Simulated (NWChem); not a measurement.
Program: NWChem. System: H$_{5}$FInN, charge 1, spin multiplicity 2, at the geometry of a parent with another charge or spin, in a state set for the comparison that need not be this species' ground state. Its SCF solution wasn't tested for a lower state. Level: UB3LYP/def2-TZVP with def2 effective core potentials on In, VWN1-RPA local correlation.

Job file:

```
start mol
memory heap 200 mb stack 900 mb global 1100 mb
charge 1
geometry units angstroms nocenter noautoz noautosym
  In     0.461271     0.103137     0.000000
  H      1.021715     0.476647     1.593276
  H      1.021715     0.476647    -1.593276
  F     -0.616249    -1.611747     0.000000
  N     -1.804142     0.856056     0.000000
  H     -2.182524     1.317132    -0.828458
  H     -2.182524     1.317132     0.828458
  H     -2.105407    -0.127920     0.000000
end
basis spherical
  * library def2-tzvp
end
ecp
  In library def2-ecp
end
dft
  xc b3lyp
  odft
  mult 2
  semidirect memsize 60000000 filesize 0
  iterations 100
end
task dft energy
```

Output (cleaned and shortened):

```
             Northwest Computational Chemistry Package (NWChem) 7.3.0
             --------------------------------------------------------

                                NWChem Input Module
                                -------------------

 Scaling coordinates for geometry "geometry" by  1.889725989
 (inverse scale =  0.529177249)

                             Geometry "geometry" -> ""
                             -------------------------

 Output coordinates in angstroms (scale by  1.889725989 to convert to a.u.)

  No.       Tag          Charge          X              Y              Z
 ---- ---------------- ---------- -------------- -------------- --------------
    1 In                  49.0000     0.46127100     0.10313700     0.00000000
    2 H                    1.0000     1.02171500     0.47664700     1.59327600
    3 H                    1.0000     1.02171500     0.47664700    -1.59327600
    4 F                    9.0000    -0.61624900    -1.61174700     0.00000000
    5 N                    7.0000    -1.80414200     0.85605600     0.00000000
    6 H                    1.0000    -2.18252400     1.31713200    -0.82845800
    7 H                    1.0000    -2.18252400     1.31713200     0.82845800
    8 H                    1.0000    -2.10540700    -0.12792000     0.00000000

 Effective nuclear repulsion energy (a.u.)     283.8531859670

            Nuclear Dipole moment (a.u.)
            ----------------------------
        X                 Y               Z
 ---------------- ---------------- ----------------
     0.0000359048     0.0000377945     0.0000000000


 Summary of "ao basis" -> "" (spherical)
 ------------------------------------------------------------------------------
       Tag                 Description            Shells   Functions and Types
 ---------------- ------------------------------  ------  ---------------------
 *                         def2-tzvp                  on all atoms

                                 NWChem DFT Module
                                 -----------------

 Summary of "ao basis" -> "ao basis" (spherical)
 ------------------------------------------------------------------------------
       Tag                 Description            Shells   Functions and Types
 ---------------- ------------------------------  ------  ---------------------
 In                        def2-tzvp                16       50   6s5p3d2f
 H                         def2-tzvp                 4        6   3s1p
 F                         def2-tzvp                11       31   5s3p2d1f
 N                         def2-tzvp                11       31   5s3p2d1f

 Summary of "ao basis" -> "ao basis" (spherical)
 ------------------------------------------------------------------------------
       Tag                 Description            Shells   Functions and Types
 ---------------- ------------------------------  ------  ---------------------
 In                        def2-tzvp                16       50   6s5p3d2f
 H                         def2-tzvp                 4        6   3s1p
 F                         def2-tzvp                11       31   5s3p2d1f
 N                         def2-tzvp                11       31   5s3p2d1f

            General Information
            -------------------
          SCF calculation type: DFT
          Wavefunction type:  spin polarized.
          No. of atoms     :     8
          No. of electrons :    41
           Alpha electrons :    21
            Beta electrons :    20
[...]
    52      0.220669  2 H  s                 58     -0.220222  3 H  s
    12     -0.214813  1 In pz                73     -0.197476  4 F  pz
    53      0.159737  2 H  s                 59     -0.159422  3 H  s
    76     -0.155811  4 F  pz                18      0.134254  1 In pz

 Vector   22  Occ=0.000000D+00  E=-2.242401D-01
              MO Center=  8.1D-01, -2.8D-02,  2.0D-04, r^2= 4.3D+00
   Bfn.  Coefficient  Atom+Function         Bfn.  Coefficient  Atom+Function
  ----- ------------  ---------------      ----- ------------  ---------------
    17     -0.434287  1 In py                16      0.400887  1 In px
     5      0.294151  1 In s                 14     -0.267918  1 In py
     6      0.254820  1 In s                 53     -0.253333  2 H  s
    59     -0.253240  3 H  s                 98      0.241279  5 N  s
    11      0.237662  1 In py                20     -0.227931  1 In py

 Vector   23  Occ=0.000000D+00  E=-2.034335D-01
              MO Center=  1.0D-01,  5.0D-01,  3.7D-04, r^2= 5.2D+00
   Bfn.  Coefficient  Atom+Function         Bfn.  Coefficient  Atom+Function
  ----- ------------  ---------------      ----- ------------  ---------------
     6      0.916265  1 In s                  5      0.675902  1 In s
    53     -0.619866  2 H  s                 59     -0.619450  3 H  s
     2      0.507052  1 In s                 98     -0.419857  5 N  s
     1     -0.373383  1 In s                  3     -0.315397  1 In s
    17      0.235218  1 In py                19     -0.226223  1 In px

   alpha - beta orbital overlaps
   -----------------------------

   alpha      1      2      3      4      5      6      7      8      9     10
    beta      1      2      3      5      4      6      7      8      9     10
 overlap   1.000  1.000  1.000  1.000  1.000  1.000  1.000  1.000  0.998  0.980

   alpha     11     12     13     14     15     16     17     18     19     20
    beta     11     12     13     14     15     16     19     18     17     21
 overlap   0.980  0.999  0.999  0.979  0.999  0.958  0.979  0.754  0.808  0.979

   alpha     21     22     23     24     25     26     27     28     29     30
    beta     20     22     22     24     25     26     27     28     29     30
 overlap   0.945  0.693  0.717  0.960  1.000  0.956  0.954  0.982  0.995  0.982

   alpha     31     32     33     34     35     36     37     38     39     40
    beta     31     32     33     34     35     36     37     38     39     40
 overlap   0.999  0.997  0.999  0.997  0.998  0.997  0.983  0.989  0.941  0.999

   alpha     41     42     43     44     45     46     47     48     49     50
    beta     41     42     44     43     46     45     47     48     49     50
 overlap   0.940  0.995  0.985  0.987  0.994  0.994  0.993  0.993  0.999  0.998

   alpha     51     52     53     54     55     56     57     58     59     60
    beta     51     52     53     54     55     56     57     58     59     60
 overlap   0.979  0.978  1.000  0.999  1.000  1.000  0.999  0.999  0.999  1.000

   alpha     61     62     63     64     65     66     67     68     69     70
    beta     61     62     63     64     65     66     67     68     69     70
 overlap   0.999  0.997  0.986  0.987  0.997  0.997  0.999  1.000  1.000  0.999

   alpha     71     72     73     74     75     76     77     78     79     80
    beta     72     71     73     74     75     76     77     78     79     80
 overlap   0.998  0.999  0.996  0.998  0.893  0.999  0.893  0.998  0.999  0.988

   alpha     81     82     83     84     85     86     87     88     89     90
    beta     81     82     83     84     85     86     87     86     88     90
 overlap   0.992  0.989  0.980  0.985  0.983  0.706  0.760  0.692  0.737  0.986

   alpha     91     92     93     94     95     96     97     98     99    100
    beta     91     92     93     94     95     96     97     98     99    100
 overlap   0.997  0.998  0.999  1.000  0.996  0.999  0.994  0.992  0.991  0.995

   alpha    101    102    103    104    105    106    107    108    109    110
    beta    101    102    103    104    105    106    107    108    109    110
 overlap   0.997  0.996  0.994  0.999  0.997  0.998  0.998  0.998  1.000  1.000

   alpha    111    112    113    114    115    116    117    118    119    120
    beta    111    112    113    114    115    116    117    118    119    120
 overlap   0.993  0.993  1.000  1.000  1.000  1.000  1.000  1.000  1.000  1.000

   alpha    121    122    123    124    125    126    127    128    129    130
    beta    121    122    123    126    125    124    127    128    129    130
 overlap   1.000  1.000  1.000  0.745  0.906  0.824  0.815  0.914  0.858  0.883

   alpha    131    132    133    134    135    136    137    138    139    140
    beta    131    132    134    133    135    136    137    138    139    140
 overlap   1.000  0.998  1.000  0.999  0.999  1.000  1.000  1.000  1.000  1.000

   alpha    141    142
    beta    141    142
 overlap   1.000  1.000

     --------------------------
     Expectation value of S2:
     --------------------------
      <S2> =      0.7717 (Exact =     0.7500)

 center of mass
 --------------
 x =   0.14294201 y =  -0.04071952 z =   0.00000000

 moments of inertia (a.u.)
 ------------------
         254.392961346975           5.651600635946           0.000000000000
           5.651600635946         353.678840246542           0.000000000000
           0.000000000000           0.000000000000         561.646455891725

     Multipole analysis of the density
     ---------------------------------

     L   x y z        total         alpha         beta         nuclear
     -   - - -        -----         -----         ----         -------
     0   0 0 0      1.000000    -21.000000    -20.000000     42.000000

     1   1 0 0     -0.323233     11.474923     12.608730    -24.406886
     1   0 1 0      1.644775      3.567551      3.534405     -5.457181
     1   0 0 1      0.003144     -0.000527      0.003671      0.000000

     2   2 0 0    -15.090132    -92.557844    -89.364975    166.832687
     2   1 1 0     -3.971031      6.557754      8.679822    -19.208607
     2   1 0 1      0.007884     -0.001117      0.009001      0.000000
     2   0 2 0    -24.706221    -72.278097    -69.106160    116.678036
     2   0 1 1      0.001766     -0.000337      0.002102      0.000000
     2   0 0 2    -20.506168    -25.762006    -17.776606     23.032444

 Task  times  cpu:      100.2s     wall:      100.2s

 Total times  cpu:      100.3s     wall:      100.3s
```
